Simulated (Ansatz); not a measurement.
Stepwise reaction of `[CH3][Sn]([CH3])([OH])[OH]` with hydrogen fluoride, as a gas-phase model of exchange steps in deposition or etching. ΔE in kJ/mol; ΔG adds harmonic PBE0-D4 terms to CCSD(T)/CBS, at 1 bar.

Isolated molecules relaxed with PBE0-D4/def2-TZVP in Ansatz; ΔE leaves out vibrations. CBS: MP2 limit from def2 TZ/QZ plus the TZ coupled-cluster correction, frozen cores. This one scheme is used for every species. Functionals use def2-TZVPP. B3LYP here is the variant with VWN-RPA as its local correlation; programs differ in this. Elements past krypton have def2 core potentials. For Sn outer-core shells are correlated without core-valence functions, which leaves a few kJ/mol of doubt a bond. Each species was taken in one conformer, which may not be the lowest.

```tsv
step	reaction	PBE-D4	B3LYP-D4	ωB97M-V	CCSD(T)/CBS	ΔG(600 K)
1	`[CH3][Sn]([CH3])([OH])[OH]` + H–F → `[CH3][Sn]([OH])([OH])[F]` + CH₄	-88.6	-94.4	-89.5	-81.0	-74.6
2	`[CH3][Sn]([OH])([OH])[F]` + H–F → `[OH][Sn]([OH])([F])[F]` + CH₄	-46.2	-50.0	-46.9	-40.4	-26.1
```

Q: By hand: ΔE of the 2 steps together at CCSD(T)/CBS.

A: (-81.0) + (-40.4) = -121.4 kJ/mol, or -60.7 kJ/mol a step.

In ΔE each step is higher than the one before. All are downhill at CCSD(T)/CBS. ΔG lies between -74.6 and -26.1 kJ/mol a step. PBE-D4 differs from CCSD(T)/CBS by -7.6 to -5.8 kJ/mol a step. Only this route is followed, and other bonds may react first. Isolated molecules leave out the surface, adducts and barriers. Largest T1 diagnostic: 0.015.
